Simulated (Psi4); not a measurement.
Psi4 input (wB97X-D/6-31G*):

```
memory 1500 MB

molecule {
1 2
Be   -0.28147422    0.00597278    0.16614737
H     0.98409984   -0.59325155    0.40208507
H     0.14179705    0.56936044   -1.06667454
symmetry c1
no_reorient
no_com
}

set {
  basis 6-31G*
  reference uks
  scf_type pk
  dft_radial_points 99
  dft_spherical_points 590
  e_convergence 1e-8
  d_convergence 1e-7
  maxiter 150
}

e = energy('wb97x-d')
print_out(f'\nFINAL {e:.10f} DIPOLE {variable("CURRENT DIPOLE")[0]:.6f} {variable("CURRENT DIPOLE")[1]:.6f} {variable("CURRENT DIPOLE")[2]:.6f}\n')
```

From the last part of the output:

```
  HONO-1 :    2  A 1.9966853
  HONO-0 :    3  A 1.0000000
  LUNO+0 :    4  A 0.0033147
  LUNO+1 :    5  A 0.0000031
  LUNO+2 :    6  A 0.0000000
  LUNO+3 :    7  A 0.0000000

Computation Completed

Properties will be evaluated at   0.000000,   0.000000,   0.000000 [a0]

Properties computed using the SCF density matrix

 Multipole Moments:

 ------------------------------------------------------------------------------------
     Multipole            Electronic (a.u.)      Nuclear  (a.u.)        Total (a.u.)
 ------------------------------------------------------------------------------------

 L = 1.  Multiply by 2.5417464519 to convert [e a0] to [Debye]
 Dipole X            :         -0.8837626            0.0000000           -0.8837626
 Dipole Y            :          0.0187531            0.0000000            0.0187531
 Dipole Z            :          0.5216635            0.0000000            0.5216635
 Magnitude           :                                                    1.0264117

 ------------------------------------------------------------------------------------

FINAL -15.4860518230 DIPOLE -0.883763 0.018753 0.521664

*** Psi4 exiting successfully. Buy a developer a beer!
```

The dipole moment of an ion depends on the origin.
